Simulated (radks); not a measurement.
Question: Species: the hafnium ion Hf3+. Configuration: [Xe] 4f14 5d1. Method: scalar-relativistic Kohn-Sham, r2SCAN, spin-polarised, spherical densities, finite nucleus; open shells are filled with parallel spins first (spin-orbit coupling, left out, can overturn this in heavy ions); meta-GGA in the generalised Kohn-Sham scheme; Fermi nuclear charge, rms radius 5.347 fm; computed with a radial shooting solver on a logarithmic mesh with Libxc functionals. Some entries of the table are withheld. Estimate them.

| orbital | occ. | eigenvalue (hartree) | <1/r> (bohr^-1) |
|---|---|---|---|
| 1s down | 1 | -2402.738 | 83.78 |
| 1s up | 1 | -2402.737 | 83.78 |
| 2s up | 1 | -412.6697 | 19.58 |
| 2s down | 1 | -412.6673 | 19.58 |
| 2p up | 3 | -362.3919 | 17.85 |
| 2p down | 3 | -362.3901 | 17.85 |
| 3s down | 1 | -95.14781 | 7.255 |
| 3s up | 1 | -95.14734 | 7.255 |
| 3p down | 3 | -80.05383 | 6.721 |
| 3p up | 3 | -80.05354 | 6.721 |
| 3d up | 5 | -62.15846 | 6.349 |
| 3d down | 5 | -62.15763 | 6.348 |
| 4s up | 1 | -20.16466 | 3.061 |
| 4s down | 1 | -20.16388 | 3.061 |
| 4p up | 3 | -15.19149 | 2.790 |
| 4p down | 3 | -15.19095 | 2.789 |
| 4d up | 5 | -8.73115 | 2.473 |
| 4d down | 5 | -8.73032 | 2.473 |
| 5s up | 1 | -3.53405 | 1.169 |
| 5s down | 1 | -3.51625 | 1.174 |
| 5p up | 3 | (1) | (2) |
| 5p down | 3 | (3) | (4) |
| 4f up | 7 | -1.62828 | 1.919 |
| 4f down | 7 | -1.62351 | 1.925 |
| 5d up | 1 | -1.00169 | 0.6670 |
| 5d down | 0 | -0.95104 | 0.6760 |

Answer: 
(1) 5p up eigenvalue (hartree): -2.34918
(2) 5p up <1/r> (bohr^-1): 0.9842
(3) 5p down eigenvalue (hartree): -2.32138
(4) 5p down <1/r> (bohr^-1): 0.9910
